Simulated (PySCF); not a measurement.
An equivalent PySCF input for C³⁺ (carbon, charge +3), [He] 2s1, 2S determinant, with scalar relativity by spin-free X2C-1e:

```python
from pyscf import gto, scf, dft, mp, cc
import basis_set_exchange as bse
mol = gto.M(atom="C 0 0 0", charge=3, spin=1, symmetry="D2h",
            basis=gto.basis.parse(bse.get_basis("x2c-TZVPall", elements=["C"], fmt="nwchem", header=False)),
            nucmod="G")
mf = dft.UKS(mol, xc="B3LYP").sfx2c1e()
mf.irrep_nelec = {'Ag': (2, 1)}
mf.kernel()
```

It reaches the same state as the run whose output follows, with an energy that differs only through the grid. The run itself started from symmetry-adapted Hartree-Fock orbitals and held the occupation by maximum overlap, on a logarithmic radial grid, so the iterations belong to that start.

```
SCF conv_tol = 1e-09
number electrons alpha = 2  beta = 1
XC functionals = B3LYP
    P. J. Stephens, F. J. Devlin, C. F. Chabalowski, and M. J. Frisch.,  J. Phys. Chem. 98, 11623 (1994)
cycle= 1 E= -34.7949877267482  delta_E= -0.000846  |g|= 0.00237  |ddm|= 0.0395
cycle= 2 E= -34.7949883862128  delta_E= -6.59e-07  |g|= 0.000145  |ddm|= 0.00255
cycle= 3 E= -34.7949883880931  delta_E= -1.88e-09  |g|= 8.18e-06  |ddm|= 0.000114
cycle= 4 E= -34.7949883881034  delta_E= -1.03e-11  |g|= 3.65e-07  |ddm|= 1.1e-05
converged SCF energy = -34.7949883881034  <S^2> = 0.75000201  2S+1 = 2.000002
```
